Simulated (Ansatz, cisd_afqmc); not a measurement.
System: Au, charge 0, doublet.

Total energies in def2-TZVPP, 11 correlated electrons, 4 frozen orbitals. UHF or UKS for unpaired electrons; spin-orbit terms are left out. Correlated methods leave the cores frozen (noble-gas shells, and filled d and f shells in the p block). Past Kr the def2 sets carry scalar-relativistic core potentials. AFQMC is phaseless with a CISD trial state; ± is one standard error, without the phaseless bias. Outlying blocks are dropped, and bars are widened where a walk drifts. Over all cases where full CI ran beside it in this data, AFQMC minus full CI had a median of +0.1 mEh and passed +0.4 mEh in a tenth of the cases.

| method | program | energy (Eh) | minus CCSDT(Q) (mEh) |
|---|---|---|---|
| HF | Ansatz | -134.78982 | 352.21 |
| MP2 | Ansatz | -135.15850 | -16.48 |
| CCSD | Ansatz | -135.12975 | 12.27 |
| CCSD(T) | Ansatz | -135.14279 | -0.76 |
| CCSDT(Q) | Ansatz | -135.14202 | 0.00 |
| AFQMC/CISD | cisd_afqmc | -135.1419 ± 0.0004 | 0.2 ± 0.4 |

Ansatz is an electronic-structure program.
